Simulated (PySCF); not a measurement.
# Bond curve of BeSi

Set-up: Be aug-cc-pVDZ, Si aug-cc-pV(D+d)Z; no relativity (PySCF 2.14). Energies in eV from Be + Si in their ground configurations at the same level. State: ³Σ⁻ (triplet), unpaired electrons π ↑↑.

All columns are PBE0. A positive dipole means Be(−)Si(+).

```
R (Å)  E (eV)  μ (D)  Mulliken charge on Be (basis-dependent)  HOMO (eV)  LUMO (eV)  Mayer bond order  ⟨S²⟩
1.830  -1.091  -2.30                                    -0.24      -6.08      -3.19              1.74  2.06
1.915  -1.395  -1.99                                    -0.16      -6.00      -3.11              1.63  2.10
2.000  -1.565  -1.88                                    -0.07      -5.90      -3.17              1.55  2.14
2.064  -1.625  -1.84                                    -0.01      -5.83      -3.20              1.48  2.17
2.128  -1.642  -1.82                                     0.04      -5.76      -3.22              1.42  2.19
2.192  -1.624  -1.82                                     0.08      -5.70      -3.23              1.35  2.20
2.277  -1.562  -1.83                                     0.12      -5.63      -3.24              1.25  2.22
2.383  -1.444  -1.87                                     0.16      -5.55      -3.24              1.14  2.22
2.511  -1.272  -1.93                                     0.19      -5.47      -3.23              1.02  2.22
2.681  -1.029  -1.99                                     0.19      -5.39      -3.20              0.87  2.19
```

A fit through these points gives, at Re = 2.124 Å, μ = -1.82 D and dμ/dR = 0.209 D/Å; the reduced mass is 6.816 u.

Question: How strong is the fundamental in the double-harmonic approximation, I = 42.26·(dμ/dR)²/μred km/mol?

Answer: I = 42.26·(0.209)²/6.816 = 0.271 km/mol at PBE0.

⟨S²⟩ of the unrestricted solution departs from its pure value on part of the curve, where spin states mix. The state is the lowest determinant that a PBE0 search found; another state may lie lower at other levels.
